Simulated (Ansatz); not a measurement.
Z-matrix (Å, degrees):
```
Si
B 1 2.011
H 1 1.488 2 110.6
H 1 1.495 2 109.2 3 -118.8
H 1 1.489 2 112.7 3 121.4
Cl 2 1.790 1 119.7 3 -74.3
S 2 1.885 1 117.2 3 81.3
S 2 2.036 1 111.7 3 151.1
H 8 1.354 2 98.7 1 -13.8
```

Total charge 0; spin multiplicity 1. The bonds changed during the relaxation, so this is another structure than the one it started from.

Q: List the r2SCAN/def2-TZVPP orbital energies in eV (Ansatz). (An estimate is asked.)

A: The calculation gave: Occupied: -2753.11, -2411.77, -2410.17, -1790.62, -254.50, -216.09, -214.55, -193.05, -192.91, -192.89, -182.29, -160.18, -160.07, -159.99, -158.71, -158.51, -158.39, -141.13, -95.99, -95.98, -95.96, -22.81, -21.26, -17.79, -14.16, -13.01, -11.92, -10.92, -10.03, -9.28, -9.02, -8.61, -8.45, -7.36, -7.09, -6.55. Lowest empty: -2.87, -1.40, -0.77, 0.14, 0.47, 1.15, 1.28, 1.74.
